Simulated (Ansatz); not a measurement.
System: C₂H₅Ge, charge 0, doublet. C2H5Ge (SMILES C=[CH][GeH2], doublet).
B3LYP-D3(BJ)/def2-TZVP minimum from Ansatz (a quantum-chemistry and plane-wave program):
```
C
C 1 1.3354
H 2 1.0847 1 122.08
H 2 1.0850 3 116.07 1 -179.38
H 1 1.0862 2 118.96 3 178.94
Ge 1 1.9325 5 117.07 2 176.29
H 6 1.5452 1 111.94 5 37.36
H 6 1.5460 7 111.51 1 -124.67
```
Charge 0, spin multiplicity 2.

Atomisation energy term by term, kcal/mol (programs: Ansatz). Radicals and triplets start from unrestricted determinants; spin-orbit coupling is neglected. Cores are frozen in correlated methods (noble-gas shells, and filled d and f shells in the p block). No relativity. CBS(X,Y): correlation extrapolated as X^-3, Hartree-Fock from the larger set. A bracket is a step between two methods taken in the basis named. For partners of very few electrons the exact lower level stands in for a higher one. The UHF reference of C2H5Ge (C=[CH][GeH2], doublet) is spin-contaminated (<S^2> up to 0.14 over the pure value in the sets run).

| term | basis | kcal/mol |
|---|---|---|
| Hartree-Fock | cc-pVQZ | 488.74 |
| CCSD correlation | CBS(cc-pVTZ,cc-pVQZ) | 153.34 |
| (T) | CBS(cc-pVTZ,cc-pVQZ) | 9.81 |
| CCSDT(Q) - CCSD(T) | cc-pVDZ | 0.83 |
| sum: De |  | 652.7 |
